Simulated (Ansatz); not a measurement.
Breaking the Sn1–H2 bond in H2OSn (SMILES [OH][SnH]) (multiplicity 1 held, fragments rigid). Energies count from the point at 1.803 Å.
Geometry at that point (charge 0, multiplicity 1):
```xyz
4

Sn    -0.184    -0.150     0.195
H     -1.455     0.015    -1.072
O      1.215     0.799    -0.869
H      0.926     1.103    -1.736
```

Restricted levels (R-, RO-) in cc, def2 and unpolarised 6-31G sets keep to the state of the molecule at rest. Unrestricted levels (U-) break spin symmetry where that is lower. Levels need not reach the same state.

Cores are frozen in the correlated methods. Filled d and f shells under p-block atoms count as core.

Programs: Ansatz (Gaussian orbitals).  In def2 rows elements past Kr take small-core potentials, without spin–orbit coupling.

Problem. One of these levels gives 327.9 kJ/mol for the energy at R = 5.769 Å. Name it.
A) R-SCS-MP2/def2-SVP
B) R-MP2/def2-SVP
C) U-SCS-MP2/def2-SVP
D) R-HF/def2-SVP

Solution. A, R-SCS-MP2/def2-SVP. The others give 566.6 (R-HF/def2-SVP), 364.1 (R-MP2/def2-SVP), 255.5 (U-SCS-MP2/def2-SVP)

Doubts at one or more of the structures used: a restricted determinant that unrestricted orbitals would lower (R-HF/def2-SVP, R-MP2/def2-SVP, R-SCS-MP2/def2-SVP); a spin-contaminated determinant (U-SCS-MP2/def2-SVP).

Ansatz is a first-principles code.
